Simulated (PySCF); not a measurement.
PySCF input for Cd(Br)(OH) (BrCdHO), SMILES [OH][Cd][Br], TDA-PBE0/def2-SVPD. Geometry: B3LYP-D3(BJ)/def2-TZVP. The def2 effective core potentials stand for the cores of Cd; spin–orbit coupling is left out. Other conformers were not sampled.

```python
import numpy as np
from pyscf import gto, scf, dft, tdscf

mol = gto.M(
    atom='''
    Cd    0.00588616    0.72198621   -0.00000000
    Br   -0.00158050   -1.69608995    0.00000000
    O    -0.12138853    2.69822117    0.00000001
    H     0.74388995    3.12204081    0.00000001
    ''',
    basis='def2-SVPD',
    ecp={'Cd': 'def2-svp'},
    charge=0,
    spin=0,
    symmetry=True,
    max_memory=1600,
    verbose=4,
)
mf = dft.RKS(mol, xc='pbe0').density_fit(auxbasis='def2-universal-jkfit')
mf.grids.level = 3
mf.conv_tol = 1e-9
mf.max_cycle = 100
mf.kernel()
mf.grids = dft.Grids(mol).set(level=1).build(with_non0tab=True)  # coarser grid for the response kernel
td = tdscf.TDA(mf)
td.singlet = True
td.nstates = 10
td.conv_tol = 1e-4
td.kernel(x0=td.get_init_guess(mf, 15))
td.analyze()
tt = tdscf.TDA(mf)
tt.singlet = False
tt.nstates = 4
tt.conv_tol = 1e-4
tt.kernel(x0=tt.get_init_guess(mf, 9))
tt.analyze(verbose=3)
```

Program output:

```
PySCF version 2.14.0

[INPUT] verbose = 4
[INPUT] num. atoms = 4
[INPUT] num. electrons = 64
[INPUT] charge = 0
[INPUT] spin (= nelec alpha-beta = 2S) = 0
[INPUT] symmetry True subgroup None
[INPUT] Mole.unit = angstrom
[INPUT] Symbol           X                Y                Z      unit          X                Y                Z       unit  Magmom
[INPUT]  1 Cd     0.005886160000   0.721986210000   0.000000000000 AA    0.011123230325   1.364356202613   0.000000000000 Bohr   0.0
[INPUT]  2 Br    -0.001580500000  -1.696089950000   0.000000000000 AA   -0.002986712140  -3.205145488127   0.000000000000 Bohr   0.0
[INPUT]  3 O     -0.121388530000   2.698221170000   0.000000010000 AA   -0.229391076364   5.098899034804   0.000000018897 Bohr   0.0
[INPUT]  4 H      0.743889950000   3.122040810000   0.000000010000 AA    1.405748272316   5.899802080615   0.000000018897 Bohr   0.0

nuclear repulsion = 242.057112749359
point group symmetry = Cs
symmetry origin: [-2.25945515e-09 -7.72329061e-17  1.84864512e-09]
symmetry axis x: [ 1.00000000e+00 -1.50822010e-09 -3.37618008e-09]
symmetry axis y: [-1.50822011e-09 -1.00000000e+00 -1.27559580e-09]
symmetry axis z: [ 3.37618007e-09 -1.27559580e-09  1.00000000e+00]
num. orbitals of irrep A' = 73
num. orbitals of irrep A" = 33
number of shells = 40
number of NR pGTOs = 186
number of NR cGTOs = 106
basis = def2-SVPD
ecp = {'Cd': 'def2-svp'}


[settings echo left out]
init E= -2801.84488112056
HOMO (A") = -0.668013953424676  LUMO (A') = -0.617469999873527  gap/eV = 1.37537
cycle= 1 E= -2815.6996133762  delta_E= -13.9  |g|= 2.22  |ddm|=  5.9
HOMO (A') = 0.0478037663064804  LUMO (A") = 0.0486076812714895  gap/eV = 0.02188

WARN: A' HOMO 0.0478037663064804 > system LUMO 0.0486076812714895


WARN: A" LUMO 0.0486076812714895 < system HOMO 0.0478037663064804

cycle= 2 E= -2784.26123836421  delta_E= 31.4  |g|= 8.53  |ddm|= 32.1
HOMO (A") = -0.313204511207621  LUMO (A') = -0.158602533540815  gap/eV = 4.20693
cycle= 3 E= -2816.88400699191  delta_E= -32.6  |g|= 0.787  |ddm|= 31.9
HOMO (A") = -0.260678927481432  LUMO (A') = -0.0723364294571738  gap/eV = 5.12506
cycle= 4 E= -2816.84171914247  delta_E= 0.0423  |g|= 0.964  |ddm|= 1.79
HOMO (A") = -0.285781874586133  LUMO (A') = -0.0651382857716818  gap/eV = 6.00402
cycle= 5 E= -2817.02010879971  delta_E= -0.178  |g|= 0.106  |ddm|= 0.75
HOMO (A") = -0.306104174943878  LUMO (A') = -0.0760915740082524  gap/eV = 6.25896
cycle= 6 E= -2817.02169845262  delta_E= -0.00159  |g|= 0.0519  |ddm|= 0.167
HOMO (A") = -0.303074996964457  LUMO (A') = -0.0768815090170563  gap/eV = 6.15504
cycle= 7 E= -2817.02222282859  delta_E= -0.000524  |g|= 0.00461  |ddm|= 0.0554
HOMO (A") = -0.303144866586209  LUMO (A') = -0.0769899911793388  gap/eV = 6.15399
cycle= 8 E= -2817.02222862724  delta_E= -5.8e-06  |g|= 0.00158  |ddm|= 0.00804
HOMO (A") = -0.303223286613378  LUMO (A') = -0.0769639729979374  gap/eV = 6.15683
cycle= 9 E= -2817.02222922025  delta_E= -5.93e-07  |g|= 0.000362  |ddm|= 0.00197
HOMO (A") = -0.303234269766957  LUMO (A') = -0.076964796351163  gap/eV = 6.15711
cycle= 10 E= -2817.02222924997  delta_E= -2.97e-08  |g|= 6.9e-05  |ddm|= 0.000488
HOMO (A") = -0.303222863002058  LUMO (A') = -0.0769567146105672  gap/eV = 6.15702
cycle= 11 E= -2817.02222925136  delta_E= -1.39e-09  |g|= 1.9e-05  |ddm|= 0.000145
HOMO (A") = -0.303224901897021  LUMO (A') = -0.0769589025485828  gap/eV = 6.15701
cycle= 12 E= -2817.02222925146  delta_E= -9.91e-11  |g|= 2.27e-06  |ddm|= 2.57e-05
HOMO (A") = -0.303225017269396  LUMO (A') = -0.076959078246162  gap/eV = 6.15701
Extra cycle  E= -2817.02222925146  delta_E=    0  |g|= 2.3e-06  |ddm|= 5.94e-06
converged SCF energy = -2817.02222925146
tot grids = 23192


******** <class 'pyscf.tdscf.rks.TDA'> for <class 'pyscf.df.df_jk.DFSymAdaptedRKS'> ********
nstates = 10 singlet
deg_eia_thresh = 1.000e-03
wfnsym = None
conv_tol = 0.0001
eigh lindep = 1e-12
eigh level_shift = 0
eigh max_cycle = 100


Excitation energies (eV)
[4.66890481 4.99849839 5.17446134 6.07176572 6.41051199 6.61548056
 6.73121127 6.76532472 6.83951197 7.25217021]

** Singlet excitation energies and oscillator strengths **
Excited State   1:   A"      4.66890 eV    265.55 nm  f=0.0013
      30 -> 33        0.21962
      32 -> 33       -0.66867
Excited State   2:   A'      4.99850 eV    248.04 nm  f=0.0169
      31 -> 33        0.70286
Excited State   3:   A"      5.17446 eV    239.61 nm  f=0.0376
      30 -> 33        0.66796
      32 -> 33        0.22040
Excited State   4:   A'      6.07177 eV    204.20 nm  f=0.1266
      29 -> 33       -0.58250
      30 -> 35       -0.17931
      32 -> 35        0.31949
Excited State   5:   A"      6.41051 eV    193.41 nm  f=0.0003
      32 -> 34       -0.69764
Excited State   6:   A'      6.61548 eV    187.42 nm  f=0.0078
      28 -> 33        0.32258
      31 -> 34       -0.60561
      32 -> 35        0.15511
Excited State   7:   A'      6.73121 eV    184.19 nm  f=0.0023
      28 -> 33       -0.41059
      30 -> 35        0.28738
      31 -> 34       -0.10241
      32 -> 35        0.46765
Excited State   8:   A"      6.76532 eV    183.26 nm  f=0.0002
      31 -> 35        0.70172
Excited State   9:   A"      6.83951 eV    181.28 nm  f=0.0002
      30 -> 34       -0.69335
      32 -> 34       -0.10005
Excited State  10:   A'      7.25217 eV    170.96 nm  f=0.0297
      29 -> 33       -0.10775
      29 -> 34        0.55732
      30 -> 35        0.39659

** Transition electric dipole moments (AU) **
state          X           Y           Z        Dip. S.      Osc.
  1        -0.0000     -0.0000      0.1054      0.0111      0.0013
  2         0.3533      0.1156      0.0000      0.1382      0.0169
  3        -0.0000     -0.0000      0.5444      0.2964      0.0376
  4         0.2422     -0.8902     -0.0000      0.8511      0.1266
  5        -0.0000      0.0000      0.0423      0.0018      0.0003
  6         0.1382      0.1704     -0.0000      0.0481      0.0078
  7        -0.1014      0.0591      0.0000      0.0138      0.0023
  8        -0.0000     -0.0000     -0.0316      0.0010      0.0002
  9         0.0000     -0.0000      0.0346      0.0012      0.0002
 10        -0.0969     -0.3973     -0.0000      0.1672      0.0297

WARN: ECP detected. Skipping calculation of transition velocity and magnetic dipole moments, which have not yet been implemented.



******** <class 'pyscf.tdscf.rks.TDA'> for <class 'pyscf.df.df_jk.DFSymAdaptedRKS'> ********
nstates = 4 triplet
deg_eia_thresh = 1.000e-03
wfnsym = None
conv_tol = 0.0001
eigh lindep = 1e-12
eigh level_shift = 0
eigh max_cycle = 100


Excitation energies (eV)
[4.2506199  4.62089894 4.75625952 4.87171148]

** Triplet excitation energies and oscillator strengths **
Excited State   1:   A"      4.25062 eV    291.68 nm  f=0.0000
Excited State   2:   A'      4.62090 eV    268.31 nm  f=0.0000
Excited State   3:   A"      4.75626 eV    260.68 nm  f=0.0000
Excited State   4:   A'      4.87171 eV    254.50 nm  f=0.0000
```

Self-consistency was reached.

Cost: roughly 40 core-seconds.
